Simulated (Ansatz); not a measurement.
Cd₁₃Te₁₂Cl₂. Total charge 0; triplet. Geometry PBE-D4/def2-SVP, that of the neutral singlet; atoms count from 1.

```xyz
27

Te    3.8260   -4.8759   -0.2215
Te   -1.2251   -5.3560    0.4489
Te    5.1944   -0.7818   -3.2827
Te    1.1877    1.8871   -5.0404
Te    0.3168   -1.7565   -2.1801
Te    1.0135   -1.7118    2.3270
Te    2.2448    2.0183   -0.4923
Te   -1.9409    1.6041    1.2651
Te   -3.4053   -2.0975    3.7916
Te   -0.2620    1.2502    6.0616
Te   -1.0058    5.1444   -1.7054
Te    1.0568    5.3392    2.9725
Cd    4.2225   -2.6536   -1.6462
Cd   -1.8042   -3.1190   -1.0682
Cd    1.3605   -4.0869    0.4973
Cd   -1.3660   -3.3378    2.3600
Cd   -0.6559    0.3333   -3.6887
Cd    2.9464    0.6787   -3.1071
Cd    0.8331    3.2872   -2.6610
Cd   -3.4163   -0.7189    1.3959
Cd   -2.2709    2.7340   -1.2261
Cd    0.2943    0.0269    0.1672
Cd    0.3668    3.0883    4.2307
Cd   -1.0416   -0.4973    4.1756
Cd    0.5307    4.2633    0.5674
Cl   -4.0112   -1.8681   -0.8025
Cl   -2.9892    1.2060   -3.1387
```

In the def2 sets Cd, Te take a core potential; there is no spin–orbit coupling. Single mean-field runs in def2-TZVP are fitted with def2-universal-jkfit. At PBE0-D4/def2-TZVP a singlet of charge 0 lies 2.23 eV below the triplet at the same geometry.

**Question.** Estimate the Mulliken populations from the PBE0/def2-TZVP orbitals of Ansatz.

**Answer.** 
```json
{"atom": "Te1", "charge (e)": "-0.40", "spin (α − β)": "0.39", "d electrons": "–"}
{"atom": "Te2", "charge (e)": "-0.48", "spin (α − β)": "0.06", "d electrons": "–"}
{"atom": "Te3", "charge (e)": "-0.44", "spin (α − β)": "0.19", "d electrons": "–"}
{"atom": "Te4", "charge (e)": "-0.48", "spin (α − β)": "0.04", "d electrons": "–"}
{"atom": "Te5", "charge (e)": "-0.66", "spin (α − β)": "0.02", "d electrons": "–"}
{"atom": "Te6", "charge (e)": "-0.53", "spin (α − β)": "0.03", "d electrons": "–"}
{"atom": "Te7", "charge (e)": "-0.55", "spin (α − β)": "0.01", "d electrons": "–"}
{"atom": "Te8", "charge (e)": "-0.66", "spin (α − β)": "0.02", "d electrons": "–"}
{"atom": "Te9", "charge (e)": "-0.48", "spin (α − β)": "0.06", "d electrons": "–"}
{"atom": "Te10", "charge (e)": "-0.39", "spin (α − β)": "0.39", "d electrons": "–"}
{"atom": "Te11", "charge (e)": "-0.48", "spin (α − β)": "0.04", "d electrons": "–"}
{"atom": "Te12", "charge (e)": "-0.44", "spin (α − β)": "0.19", "d electrons": "–"}
{"atom": "Cd13", "charge (e)": "0.51", "spin (α − β)": "-0.04", "d electrons": "9.99"}
{"atom": "Cd14", "charge (e)": "0.65", "spin (α − β)": "0.05", "d electrons": "10.02"}
{"atom": "Cd15", "charge (e)": "0.50", "spin (α − β)": "0.12", "d electrons": "10.01"}
{"atom": "Cd16", "charge (e)": "0.43", "spin (α − β)": "0.03", "d electrons": "10.01"}
{"atom": "Cd17", "charge (e)": "0.62", "spin (α − β)": "0.09", "d electrons": "10.02"}
{"atom": "Cd18", "charge (e)": "0.55", "spin (α − β)": "0.03", "d electrons": "10.01"}
{"atom": "Cd19", "charge (e)": "0.43", "spin (α − β)": "0.02", "d electrons": "10.01"}
{"atom": "Cd20", "charge (e)": "0.65", "spin (α − β)": "0.05", "d electrons": "10.02"}
{"atom": "Cd21", "charge (e)": "0.62", "spin (α − β)": "0.09", "d electrons": "10.02"}
{"atom": "Cd22", "charge (e)": "0.33", "spin (α − β)": "0.00", "d electrons": "10.02"}
{"atom": "Cd23", "charge (e)": "0.51", "spin (α − β)": "-0.04", "d electrons": "9.99"}
{"atom": "Cd24", "charge (e)": "0.50", "spin (α − β)": "0.12", "d electrons": "10.01"}
{"atom": "Cd25", "charge (e)": "0.55", "spin (α − β)": "0.03", "d electrons": "10.01"}
{"atom": "Cl26", "charge (e)": "-0.44", "spin (α − β)": "0.01", "d electrons": "–"}
{"atom": "Cl27", "charge (e)": "-0.44", "spin (α − β)": "0.01", "d electrons": "–"}
```
Mulliken values and Mayer orders depend strongly on the basis.

**Question.** Where does the spin sit?

**Answer.** Summed by element: Te 1.43, Cd 0.55, Cl 0.02, of 2 unpaired in all. Largest on single atoms: Te10 0.39, Te1 0.39, Te12 0.19.

**Question.** And the Mayer bond orders between bonded heavy atoms (over 0.3)?

**Answer.** Te1–Cd13 0.89 (2.67 Å); Te1–Cd15 0.77 (2.69 Å); Te2–Cd14 0.72 (2.76 Å); Te2–Cd15 0.57 (2.88 Å); Te2–Cd16 0.69 (2.78 Å); Te3–Cd13 0.94 (2.67 Å); Te3–Cd18 0.84 (2.69 Å); Te4–Cd17 0.70 (2.76 Å); Te4–Cd18 0.60 (2.88 Å); Te4–Cd19 0.69 (2.78 Å); Te5–Cd14 0.64 (2.76 Å); Te5–Cd17 0.63 (2.75 Å); Te5–Cd22 0.55 (2.95 Å); Te6–Cd15 0.38 (3.02 Å); Te6–Cd16 0.59 (2.88 Å); Te6–Cd22 0.62 (2.86 Å); Te6–Cd24 0.38 (3.02 Å); Te7–Cd18 0.38 (3.02 Å); Te7–Cd19 0.58 (2.88 Å); Te7–Cd22 0.62 (2.86 Å); Te7–Cd25 0.38 (3.02 Å); Te8–Cd20 0.64 (2.75 Å); Te8–Cd21 0.63 (2.76 Å); Te8–Cd22 0.55 (2.95 Å); Te9–Cd16 0.69 (2.78 Å); Te9–Cd20 0.72 (2.76 Å); Te9–Cd24 0.57 (2.88 Å); Te10–Cd23 0.89 (2.67 Å); Te10–Cd24 0.77 (2.69 Å); Te11–Cd19 0.69 (2.78 Å); Te11–Cd21 0.70 (2.76 Å); Te11–Cd25 0.59 (2.88 Å); Te12–Cd23 0.94 (2.67 Å); Te12–Cd25 0.84 (2.69 Å); Cd14–Cl26 0.43 (2.55 Å); Cd17–Cl27 0.43 (2.55 Å); Cd20–Cl26 0.43 (2.55 Å); Cd21–Cl27 0.43 (2.55 Å).
